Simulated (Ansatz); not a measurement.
`[NH2][Mg][Br]` + CH₃SH → `C[S][Mg][NH2]` + HBr at 700 K and 1 bar (ligand exchange at a Mg–Br bond).

Computed with Ansatz on PBE0-D4/def2-TZVP structures; ΔE is electronic, products minus reactants. CCSD(T)/CBS is the MP2 limit (def2-TZVPP, def2-QZVPP) plus CCSD(T) − MP2 in def2-TZVPP, frozen cores. This one scheme is used for every species. For Br, Mg outer-core shells are correlated without core-valence functions, which leaves a few kJ/mol of doubt a bond. Scalar relativity is left out up to krypton. Each species was taken in one conformer, which may not be the lowest.

```json
{"species": "`[NH2][Mg][Br]`", "CCSD(T)/CBS energy (Eh)": "-2829.22045", "H − E (kJ/mol)": "113.9", "S (J/(mol·K))": "368.6"}
{"species": "CH₃SH", "CCSD(T)/CBS energy (Eh)": "-438.22835", "H − E (kJ/mol)": "160.2", "S (J/(mol·K))": "309.0"}
{"species": "`C[S][Mg][NH2]`", "CCSD(T)/CBS energy (Eh)": "-693.49300", "H − E (kJ/mol)": "238.2", "S (J/(mol·K))": "467.8"}
{"species": "HBr", "CCSD(T)/CBS energy (Eh)": "-2573.91920", "H − E (kJ/mol)": "36.5", "S (J/(mol·K))": "223.7"}
```

H − E and S are ideal-gas, rigid-rotor, harmonic terms from PBE0-D4/def2-TZVP, for one conformer and one mirror image of each species. 1 Eh = 2625.50 kJ/mol, R = 8.31446 J/(mol·K).

Question: By hand: ΔE, ΔH, ΔS and ΔG.

Answer: ΔE = (-693.49300) + (-2573.91920) − (-2829.22045) − (-438.22835) = 0.03660 Eh = 96.1 kJ/mol. Δ(H − E) = 238.2 + 36.5 − 113.9 − 160.2 = 0.6, so ΔH = 96.7 kJ/mol. ΔS = 467.8 + 223.7 − 368.6 − 309.0 = 13.9 J/(mol·K). ΔG = 96.7 − 700 × (13.9)/1000 = 87.0 kJ/mol.

Question: By hand: the equilibrium constant, and the temperature at which ΔG would vanish if ΔH and ΔS stayed fixed.

Answer: log₁₀ K = −ΔG/(RT ln 10) = -6.5. ΔG = 0 at ΔH/ΔS = 6957 K, far beyond where these terms or the molecules hold.

The number of gas molecules stays the same, so ΔS is small and ΔH decides. A doubt of 5 kJ/mol in ΔE shifts log₁₀ K by 0.4 here. Other conformers and mirror images would add mixing entropy, several J/(mol·K) or more a flexible species. These are equilibria of isolated gas molecules and say nothing of rates. Largest T1 diagnostic: 0.009 (customary marks: 0.02 for closed shells, 0.045 for open ones).
